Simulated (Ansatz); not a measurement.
Frontier orbitals of CH3FOZn (`O[CH2][Zn][F]`).

```csv
atom,x (Å),y (Å),z (Å)
O1,-0.065,-1.304,0.801
C2,0.186,0.079,0.601
Zn3,-0.464,0.763,-1.109
F4,-1.061,1.342,-2.657
H5,0.521,-1.811,0.235
H6,1.244,0.326,0.742
H7,-0.361,0.604,1.387
```

The species carries charge 0 and has multiplicity 1. For Zn the d shell is correlated and the shells below it are frozen. Scalar relativity is left out up to krypton. Geometry: relaxed with PBE0-D4/def2-TZVP. It is one conformer, not always the lowest. Basis def2-TZVPP, the Gaussian-basis code of Ansatz.

```csv
functional,HOMO (eV),LUMO (eV)
ωB97X-V,-9.60,1.18
```

Problem. Give HOMO and LUMO (eV) with LDA (SPW92), PBE, revPBE, BLYP, r2SCAN, B97M-V, PBE0, B3LYP, r2SCANh, r2SCAN0, HSE06 (plane-wave form), BHLYP, CAM-B3LYP, LC-ωPBE, ωB97M-V, HF. (Estimate.)

Solution. Ansatz gave: 
```tsv
functional	HOMO	LUMO
LDA (SPW92)	-6.22	-1.73
PBE	-5.98	-1.52
revPBE	-5.90	-1.43
BLYP	-5.92	-1.53
r2SCAN	-6.22	-1.17
B97M-V	-6.26	-1.46
PBE0	-7.28	-0.68
B3LYP	-7.12	-1.03
r2SCANh	-6.71	-0.87
r2SCAN0	-7.45	-0.45
HSE06 (plane-wave form)	-6.87	-1.04
BHLYP	-8.53	-0.06
CAM-B3LYP	-8.70	0.10
LC-ωPBE	-9.95	1.35
ωB97M-V	-9.55	0.78
HF	-10.30	1.76
```

B3LYP here is the variant with VWN-RPA as its local correlation; programs differ in this. LC-ωPBE has ω = 0.4 bohr⁻¹. Positive LUMOs are unbound and depend on the basis.
